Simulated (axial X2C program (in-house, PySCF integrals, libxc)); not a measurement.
## BrCl⁺: from Re and ωe to a spectrum

A bond curve at the PBE0 level, with spin–orbit coupling, was computed with an axial X2C code built on PySCF integrals (basis Br dyall-cv3z [8s9p6d4f1g], Cl dyall-av3z [9s8p3d2f] (cores contracted in-house)) for the state Ω = 3/2 (⟨Sz⟩ = 0.50, ⟨Lz⟩ = 1.00 at PBE0). Its fit gives Re = 2.0475 Å, ωe = 524.7 cm⁻¹, ωexe = 1.64 cm⁻¹ and αe = 7.115e-04 cm⁻¹; the masses are 78.9183 and 34.9689 u. Two-component means X2C with spin–orbit coupling and atomic mean-field Coulomb and Gaunt terms.

Problem. Find the reduced mass, Be and the force constant.

Solution. From the PBE0 values: μ = 24.2317 u. Be = 16.8576/(μ Re²) = 0.1659 cm⁻¹. k = 5.8918×10⁻⁷ μ ωe² = 3.93 mdyn/Å.

Problem. Estimate the centrifugal constant by the Kratzer relation.

Solution. D = 4Be³/ωe² = 6.64e-08 cm⁻¹.

Problem. Where do the fundamental and the first overtone lie?

Solution. ν(1←0) = ωe − 2ωexe = 521.4 cm⁻¹; ν(2←0) = 2ωe − 6ωexe = 1039.6 cm⁻¹.

Problem. A Morse curve ties αe to the other constants (Pekeris). How well does that hold?

Solution. αe(Morse) = 6Be²/ωe × (√(ωexe/Be) − 1) = 6.750e-04 cm⁻¹; the PBE0 curve gives 7.115e-04 cm⁻¹, a ratio of 0.95.

Problem. Estimate De from a Morse curve and compare with the computed well depth of 3.319 eV to Br+ + Cl.

Solution. De(Morse) = ωe²/(4ωexe) = 5.203 eV against 3.319 eV computed, a ratio of 1.57. The extrapolation overshoots: the well softens faster than a Morse curve, or the lowest atomic limit lies below the one to which the curve heads.

The state is a single determinant with fixed occupations, the lowest that a limited PBE0 search found. Dissociation energies refer to the lowest single-determinant-based atoms at the same level and basis. Density functionals use the spin component along the axis (collinear). The 2c atoms are single determinants rather than J levels; their spin–orbit lowering is only partly caught, and De is too large by that part. This holds for PBE0. The functionals have no current-density term, which raises determinants with orbital currents, atoms included.
